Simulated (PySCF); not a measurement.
A geometry optimisation on `[Cl][Ge]([Cl])([Cl])[Cl]`.

Computed with PBE0-D3(BJ)/def2-SVP geometry optimisation, gas phase (PySCF 2.14.0). Start geometry: GFN2-xTB. A driver script takes a list of jobs; this job's settings line and coordinates (Å) are shown.

Input:
```
{"job": {"xc": "PBE0", "basis": "def2-SVP", "d3": "d3bj", "grid": 1, "maxiter": 30, "shake": 0.01, "kind": "geom"}, "charge": 0, "multiplicity": 1}
Cl     1.034410     1.254340    -1.365200
Ge    -0.003910    -0.003940    -0.005420
Cl    -1.390370    -1.233420    -1.074760
Cl     1.453320    -1.222480     1.000310
Cl    -1.059890     1.171520     1.407180
```

Output:
```
step   0  E = -3916.28222697  max force = 0.007645
step   1  E = -3916.27925292  max force = 0.028003
step   2  E = -3916.28215781  max force = 0.007576
step   3  E = -3916.28255338  max force = 0.000948
step   4  E = -3916.28256917  max force = 0.000519
step   5  E = -3916.28256966  max force = 0.000296
optimisation converged
```

Energies in Eh; «max force» is the largest Cartesian gradient component in Eh/bohr.

At which steps does the energy rise by more than 1e-5 Eh?

At step 1 (+2.97 mEh).

Summary of the converged run: final energy -3916.28257 Eh after 5 steps; dipole 0.02 D.

Give the final coordinates.

0.027 Å rms from the input after alignment:
```
atom  x, y, z in Å
Cl1    2.1186   -0.0488   -0.2333
Ge2    0.0065   -0.0046   -0.0062
Cl3   -0.8751    1.0270   -1.6389
Cl4   -0.7410   -1.9920    0.0300
Cl5   -0.4790    0.9838    1.8110
```

Estimate the wall time. Hardware: Intel Xeon Platinum 8488C, one thread, no GPU (shared host). And the peak memory of the process?

About 26 s, with 0.44 GiB resident at the peak, the Python interpreter and its libraries included.
Labels such as C1 count atoms from 1, the log's own numbers from 0.
